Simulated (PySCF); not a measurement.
Arsenic: a sound run and one with changed settings

Sound run: As⁺ [Ar] 3d10 4s2 4p2, As²⁺ [Ar] 3d10 4s2 4p1. All numbers are calculated (PySCF 2.14, scalar relativity through the core potential, in cc-pVDZ-PP with ECP10MDF (4s3p2d, 23 functions)). The sound run starts from symmetry-adapted Hartree-Fock orbitals and uses a fine grid where one is needed.

Changed run: radial step 0.8 in ln r (0.13 in the sound run). This setting is unsound on purpose.

| species | method | sound run (hartree) | changed run (hartree) | converged |
| --- | --- | --- | --- | --- |
| As⁺ | UHF | -330.85076 | -330.85076 | yes |
| As⁺ | TPSS | -331.96286 | -332.93629 | yes |
| As⁺ | r2SCAN | -331.91947 | -333.13502 | yes |
| As²⁺ | UHF | -330.19018 | -330.19018 | yes |
| As²⁺ | TPSS | -331.28401 | -332.25228 | yes |
| As²⁺ | r2SCAN | -331.23291 | -332.43651 | yes |

Ionisation energy of As⁺:

| method | sound run (eV) | changed run (eV) |
| --- | --- | --- |
| UHF | 17.975 | 17.975 |
| TPSS | 18.472 | 18.613 |
| r2SCAN | 18.682 | 19.008 |

A coarse radial grid mis-integrates the density and the exchange-correlation energy, with errors of either sign; Hartree-Fock needs no grid.

For comparison, NIST gives 18.589 eV between the lowest levels.
